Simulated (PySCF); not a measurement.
Indium: a sound run and one with changed settings

Sound run: In [Kr] 4d10 5s2 5p1, In⁺ [Kr] 4d10 5s2. Computed with PySCF 2.14 in x2c-SVPall, with the spin-free X2C one-electron Hamiltonian (Gaussian nucleus). In the sound run the correlated levels freeze [Kr] 4d10. The sound run starts from symmetry-adapted Hartree-Fock orbitals and uses a fine grid where one is needed.

Changed run: a valence shell is frozen. This setting is unsound on purpose.

Ionisation energy of In:

```tsv
method	sound run (eV)	changed run (eV)
UHF	5.163	5.163
MP2	5.277	5.163
SCS-MP2	5.259	5.163
CCSD	5.330	5.163
CCSD(T)	5.340	5.163
CCSDT	n/a	5.163
FCI	n/a	5.163
```

Freezing a valence shell removes pair correlation that changes on ionisation.

For comparison, NIST gives 5.786 eV between the lowest levels.
